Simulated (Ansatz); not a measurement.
`BSCS` + H₂ → `BSC` + H₂S  (hydrogenolysis of a C–S bond)

Gas-phase electronic energies from Ansatz, PBE0-D4/def2-TZVP geometries. CCSD(T)/CBS is the MP2 limit (def2-TZVPP, def2-QZVPP) plus CCSD(T) − MP2 in def2-TZVPP, frozen cores. This one scheme is used for every species. DFT in def2-TZVPP. B3LYP here is the variant with VWN-RPA as its local correlation; programs differ in this. HSE06 is defined as in plane-wave codes. Each species was taken in one conformer, which may not be the lowest.

`BSCS`:

```xyz
9

B    -1.560    0.829    0.253
S    -0.174    0.360    1.215
C     0.713   -0.834    0.172
S     2.278   -0.232   -0.479
H    -1.738    0.364   -0.832
H    -2.294    1.628    0.745
H     0.049   -1.163   -0.624
H     0.969   -1.692    0.794
H     1.757    0.741   -1.244
```

H₂:

```xyz
2

H     0.283   -0.238    0.050
H    -0.283    0.238   -0.050
```

`BSC`:

Cartesian coordinates in Å:
```
B -1.265 0.931 -0.217
S -0.804 -0.598 0.496
C 0.972 -0.765 0.193
H -0.463 1.626 -0.764
H -2.417 1.224 -0.118
H 1.150 -1.667 -0.392
H 1.488 -0.854 1.149
H 1.340 0.105 -0.347
```

H₂S:

Z-matrix (Å, degrees):
```
S
H 1 1.341
H 1 1.341 2 92.3
```

```csv
level,ΔE (kJ/mol),difference from CCSD(T)/CBS
LDA (SPW92),-69.2,4.5
revPBE-D4,-61.0,12.7
HSE06-D4,-74.0,-0.3
ωB97X-V,-76.7,-3.0
r2SCAN,-74.7,-1.0
PBE0,-79.8,-6.1
B3LYP,-84.9,-11.2
r2SCANh,-76.7,-3.0
CCSD(T)/def2-TZVPP,-77.6,-3.9
HF/CBS(def2),-100.8,-27.1
CCSD(T)/CBS,-73.7,0
```

Largest T1 diagnostic among the species: 0.014.

From r2SCAN to r2SCAN0 (25 % exact exchange), in def2-TZVPP and without D4, ΔE moves by −4.6 kJ/mol. At CCSD(T), def2-SVP lies −11.4 kJ/mol from the extrapolated value and def2-TZVPP −3.9 kJ/mol. Leaving LDA and LC-ωPBE aside and taking each functional with its dispersion term where it has one, the values, not all of them listed here, spread over 20.1 kJ/mol, from BHLYP-D4 to revPBE-D4. LDA lies +4.8 kJ/mol from PBE without D4.
